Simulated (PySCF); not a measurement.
Stepwise substitution at one centre (B CH3-OH). All species are isolated molecules in the gas phase. One relaxed conformer stands for each flexible species; it need not be the lowest. Strings in code marks are SMILES.

Level of theory: PBE-D3(BJ)/def2-TZVP // PBE0-D3(BJ)/def2-TZVP in PySCF. All candidates: neutral, multiplicity 1. Excitations are Tamm–Dancoff values on a coarser integration grid. The basis has no diffuse functions, so Rydberg states are missing or too high.

The S1 excitation (TDA) is 7.39 eV and the HOMO–LUMO gap comes out as 7.33 eV. The brightest of the four lowest singlets (TDA) is 7.69 eV.

Task: Identify which member has these values.
A) `CB(C)O` (C–B–O–H torsion 178°)
B) `CB(C)C`
C) `CB(O)O` (O–B–O–H torsion 0°, O–B–O–H torsion 180°)

Result: C, `CB(O)O` (O–B–O–H torsion 0°, O–B–O–H torsion 180°). The others give `CB(C)O` (C–B–O–H torsion 178°): 6.82 eV, 6.64 eV, 6.98 eV; `CB(C)C`: 6.12 eV, 5.95 eV, 7.30 eV
